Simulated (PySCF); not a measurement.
A side-by-side comparison of computed properties.

First species: GeH7NOSi.
Atom-mapped SMILES: `[NH2:1][SiH2:2][O:3][GeH3:4]` (hydrogens: H5, H6 on N1; H7, H8 on Si2; H9, H10, H11 on Ge4)

Structure used (PBE0-D3(BJ)/def2-SVP), in Å, numbered top down from 1:
```
atom  x, y, z in Å
N1    -1.6365    0.4428   -0.5085
Si2   -0.9567   -0.6418    0.6418
O3     0.6945   -0.4976    0.7787
Ge4    1.8655    0.2223   -0.3493
H5    -1.8696    1.4066   -0.3079
H6    -1.8339    0.1839   -1.4661
H7    -1.5238   -0.3537    1.9887
H8    -1.2890   -2.0220    0.1825
H9     1.6333   -0.3373   -1.7679
H10    3.2494   -0.1833    0.1787
H11    1.7031    1.7541   -0.3479
```

Second species: 2,4-pentanedione, C5H8O2.
Bonds: C1–C2, C2–O3 (double), C2–C4, C4–C5, C5–C6, C5–O7 (double). Hydrogens: H8, H9, H10 on C1; H11, H12 on C4; H13, H14, H15 on C6.

Levels: wB97X-D/def2-SVPD for dipole moment, HOMO energy, LUMO energy, HOMO–LUMO gap, static isotropic polarisability and electronic spatial extent ⟨r²⟩ about the centre of nuclear charge; TDDFT wB97X-D/def2-SVPD for lowest singlet excitation; TDA wB97X-D/def2-SVPD for lowest triplet excitation (Tamm–Dancoff); ΔSCF wB97X-D/def2-SVPD for vertical ionisation energy; PBE0-D3(BJ)/def2-SVP for rotational constant A and rotational constant C. Geometries: PBE0-D3(BJ)/def2-SVP. All species are isolated and taken at one optimised geometry, non-relativistic unless stated. Electronic properties by PySCF.

Dipoles, sizes and rotational constants follow the conformer. The torsions of the flexible species, by atom-mapped SMILES:
- `[NH2:1][SiH2:2][O:3][GeH3:4]`: N1–Si2–O3–Ge4 -19°, H–N1–Si2–O3 -83°, H–N1–Si2–O3 96°
- `[CH3:1][C:2](=[O:3])[CH2:4][C:5]([CH3:6])=[O:7]`: C1–C2–C4–C5 88°, C2–C4–C5–C6 89°

Q: Which has the higher S1 energy?

A: The first: 6.80 eV against 4.30 eV, a difference of 2.50 eV.

Q: Which of the two has the higher vertical ionisation energy, and by how much?

A: The first: 9.99 eV against 9.70 eV, a difference of 0.29 eV.

Q: Which of the two has the higher HOMO energy, and by how much?

A: The second: -9.42 eV against -9.61 eV, a difference of 0.19 eV.

Q: Which of the two has the higher static isotropic polarisability, and by how much?

A: The first: 68.2 au against 65.9 au, a difference of 2.3 au.

Q: Which of the two has the higher T1 energy, and by how much?

A: The first: 6.51 eV against 3.75 eV, a difference of 2.76 eV.

Q: Which of the two has the higher rotational constant C, and by how much?

A: The second: 1.575 GHz against 1.441 GHz, a difference of 0.134 GHz.

Q: Which of the two has the higher LUMO energy, and by how much?

A: The first: 1.69 eV against 0.42 eV, a difference of 1.27 eV.

Q: Which of the two has the higher dipole moment, and by how much?

A: The first: 2.08 D against 1.66 D, a difference of 0.42 D.

On the first: The ΔSCF ionisation energy exceeds −ε(HOMO) by 0.38 eV with wB97X-D. In wavenumbers S1 is 54900 cm⁻¹ (1 eV = 8065.54 cm⁻¹). Relativistic effects, spin–orbit coupling among them, are left out although an element past zinc is present.

On the second: The dipole matches unit charges of opposite sign 0.34 Å apart (1 e·Å = 4.8032 D). S1 lies 5.54 eV below the HOMO–LUMO gap; its leading configuration is HOMO→LUMO, weight 0.80.
